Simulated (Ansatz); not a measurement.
Computed with Ansatz on PBE0-D4/def2-TZVP structures; ΔE is electronic, products minus reactants. CBS: MP2 limit from def2 TZ/QZ plus the TZ coupled-cluster correction, frozen cores. This one scheme is used for every species. Functionals use def2-TZVPP. B3LYP here is the variant with VWN-RPA as its local correlation; programs differ in this. For Ga outer-core shells are correlated without core-valence functions, which leaves a few kJ/mol of doubt a bond. Scalar relativity is left out up to krypton. Each species was taken in one conformer, which may not be the lowest.

Reaction (hydrogenolysis of a Ga–F bond): `[F][GaH][O][SiH3]` + H₂ → `[SiH3][O][GaH2]` + H–F

`[F][GaH][O][SiH3]`:

Z-matrix (Å, degrees):
```
Si
O 1 1.639
H 1 1.485 2 108.0
H 1 1.487 2 111.0 3 -119.5
H 1 1.487 2 111.0 3 119.5
Ga 2 1.763 1 138.2 3 179.9
F 6 1.751 2 113.0 1 0.1
H 6 1.537 2 125.1 1 -179.9
```

H₂:

```xyz
2

H    -0.062    0.117   -0.349
H     0.062   -0.117    0.349
```

`[SiH3][O][GaH2]`:

Cartesian coordinates in Å:
```
Si 1.172 -0.650 0.255
O -0.212 0.134 0.608
Ga -1.594 0.887 -0.234
H 1.357 -0.791 -1.219
H 1.153 -2.011 0.857
H 2.334 0.099 0.804
H -2.654 1.501 0.724
H -1.557 0.831 -1.793
```

H–F:

```xyz
2

F    -0.272    0.111    0.354
H     0.272   -0.111   -0.354
```

Q: Is it downhill or uphill in electronic energy at CCSD(T)/CBS, and by how much? (Best estimate.)

A: The calculation gave: Uphill: ΔE = +72.6 kJ/mol.

Q: What do these levels give: PBE-D4, r2SCAN0-D4, ωB97X-V, PBE-QIDH, revPBE, B3LYP, LC-ωPBE, HF/def2-SVP, CCSD(T)/def2-SVP, HF/def2-TZVPP, MP2/def2-TZVPP, SCS-MP2/def2-TZVPP? (An estimate is asked.)

A: The calculation gave: PBE-D4 73.2, r2SCAN0-D4 75.8, ωB97X-V 78.1, PBE-QIDH 72.3, revPBE 73.1, B3LYP 75.9, LC-ωPBE 73.2, HF/def2-SVP 76.8, CCSD(T)/def2-SVP 85.8, HF/def2-TZVPP 73.8, MP2/def2-TZVPP 80.0, SCS-MP2/def2-TZVPP 80.4 kJ/mol.

Largest T1 diagnostic among the species: 0.014.

From BLYP to BHLYP (50 % exact exchange), in def2-TZVPP and without D4, ΔE moves by −6.0 kJ/mol. At CCSD(T), def2-SVP lies +13.3 kJ/mol from the extrapolated value and def2-TZVPP +2.4 kJ/mol. Leaving LDA and LC-ωPBE aside and taking each functional with its dispersion term where it has one, the values, not all of them listed here, spread over 13.9 kJ/mol, from HSE06-D4 to r2SCAN-D4. LDA lies −6.5 kJ/mol from PBE without D4.
